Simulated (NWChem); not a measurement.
System: trans-1,3,3,3-tetrafluoropropene (C₃H₂F₄); SMILES F/C=C/C(F)(F)F

Parts of the log:

```
             Northwest Computational Chemistry Package (NWChem) 7.3.0
             --------------------------------------------------------

                             Geometry "geometry" -> ""
                             -------------------------

 Output coordinates in angstroms (scale by  1.889725989 to convert to a.u.)

  No.       Tag          Charge          X              Y              Z
 ---- ---------------- ---------- -------------- -------------- --------------
    1 F                    9.0000    -0.14002800    -2.86367300     0.00076900
    2 C                    6.0000     0.29737300    -1.60471800    -0.00308700
    3 C                    6.0000    -0.53851000    -0.55694700     0.00680900
    4 C                    6.0000    -0.03667400     0.85069300     0.00083700
    5 F                    9.0000    -0.47773900     1.52496700    -1.08975500
    6 F                    9.0000    -0.47659600     1.53294800     1.08680800
    7 F                    9.0000     1.31807900     0.91561400    -0.00047200
    8 H                    1.0000     1.39685400    -1.52324500    -0.01469300
    9 H                    1.0000    -1.62943700    -0.69484400     0.01857400

 Effective nuclear repulsion energy (a.u.)     316.2105424145

                              NWChem Property Module
                              ----------------------

                                 NWChem DFT Module
                                 -----------------

 Summary of "ao basis" -> "ao basis" (spherical)
 ------------------------------------------------------------------------------
       Tag                 Description            Shells   Functions and Types
 ---------------- ------------------------------  ------  ---------------------
 F                          def2-svp                 6       14   3s2p1d
 C                          def2-svp                 6       14   3s2p1d
 H                          def2-svp                 3        5   2s1p

            General Information
            -------------------
          SCF calculation type: DFT
          Wavefunction type:  closed shell.
          No. of atoms     :     9
          No. of electrons :    56
           Alpha electrons :    28
            Beta electrons :    28
          Charge           :     0
          Spin multiplicity:     1
          Use of symmetry is: off; symmetry adaption is: off
          Maximum number of iterations: 150
          AO basis - number of functions:   108
                     number of shells:    48
          Convergence on energy requested:  1.00D-06
          Convergence on density requested:  1.00D-05
          Convergence on gradient requested:  5.00D-04

              XC Information
              --------------
                         B3LYP Method XC Potential
                     Hartree-Fock (Exact) Exchange  0.200
                        Slater Exchange Functional  0.800 local
                    Becke 1988 Exchange Functional  0.720 non-local
              Lee-Yang-Parr Correlation Functional  0.810
                  VWN I RPA Correlation Functional  0.190 local

             Grid Information
             ----------------
          Grid used for XC integration:  medium
          Radial quadrature: Mura-Knowles
          Angular quadrature: Lebedev.
          Tag              B.-S. Rad. Rad. Pts. Rad. Cut. Ang. Pts.
          ---              ---------- --------- --------- ---------
          F                   0.50       49          10.0       434
          C                   0.70       49           8.0       434
          H                   0.35       45           9.0       434
          Grid pruning is: on
          Number of quadrature shells:   433
          Spatial weights used:  Erf1

      Superposition of Atomic Density Guess
      -------------------------------------

 Sum of atomic energies:        -511.04303507

      Non-variational initial energy
      ------------------------------

 Total energy =    -513.502884
 1-e energy   =   -1338.463621
 2-e energy   =     508.750194
 HOMO         =      -0.300413
 LUMO         =       0.036567

   convergence    iter        energy       DeltaE   RMS-Dens  Diis-err
 ---------------- ----- ----------------- --------- --------- ---------
 d= 0,ls=0.0,diis     1   -514.2648200985 -8.30D+02  1.88D-02  1.91D+00
 d= 0,ls=0.0,diis     2   -514.1251448021  1.40D-01  1.01D-02  4.02D+00
 d= 0,ls=0.0,diis     3   -514.4730585123 -3.48D-01  1.68D-03  5.25D-02
 d= 0,ls=0.0,diis     4   -514.4757655568 -2.71D-03  9.21D-04  1.37D-02
 d= 0,ls=0.0,diis     5   -514.4768170816 -1.05D-03  3.40D-04  2.70D-03
  Resetting Diis
 d= 0,ls=0.0,diis     6   -514.4771522416 -3.35D-04  4.16D-05  3.16D-05
 d= 0,ls=0.0,diis     7   -514.4771550976 -2.86D-06  3.32D-05  7.06D-06
 d= 0,ls=0.0,diis     8   -514.4771540794  1.02D-06  2.11D-05  1.79D-05
 d= 0,ls=0.0,diis     9   -514.4771557436 -1.66D-06  2.16D-06  9.27D-08
 d= 0,ls=0.0,diis    10   -514.4771557551 -1.14D-08  6.53D-07  6.38D-09

         Total DFT energy =     -514.477155755052
      One electron energy =    -1340.025111229123
           Coulomb energy =      568.156488330885
    Exchange-Corr. energy =      -58.819075271305
 Nuclear repulsion energy =      316.210542414490

 Numeric. integr. density =       55.999999050112

[...]

 DFT Linear Response polarizability / au
 Frequency  =       0.0773000 / au
 Wavelength =     589.4353558 / nm
              X              Y              Z
 -----------------------------------------------
 X      33.6477094     -5.8192076     -0.1246067
 Y      -5.8192243     43.0973647      0.0738991
 Z      -0.1246068      0.0738989     22.6679555
 -----------------------------------------------
 Eigenvalues =      30.8775205     45.8689712     22.6665380
 Isotropic   =      33.1376766
 Anisotropic =      20.3778892
 -----------------------------------------------

 Magnetic Dipole Response Matrix (nonzero elements):
```

Level: B3LYP/def2-SVP. The geometry was optimised at PBE-D3(BJ)/def2-SVP.

Problem. Reconstruct the input file.

Solution. Several could match; the one computed here: the input that was run:
```
start job
memory heap 200 mb stack 900 mb global 1100 mb
geometry units angstroms noautosym nocenter noautoz
  F     -0.140028    -2.863673     0.000769
  C      0.297373    -1.604718    -0.003087
  C     -0.538510    -0.556947     0.006809
  C     -0.036674     0.850693     0.000837
  F     -0.477739     1.524967    -1.089755
  F     -0.476596     1.532948     1.086808
  F      1.318079     0.915614    -0.000472
  H      1.396854    -1.523245    -0.014693
  H     -1.629437    -0.694844     0.018574
end
basis spherical
  * library def2-svp
end
dft
  xc b3lyp
  iterations 150
end
property
  response 1 0.0773
end
task dft property
```
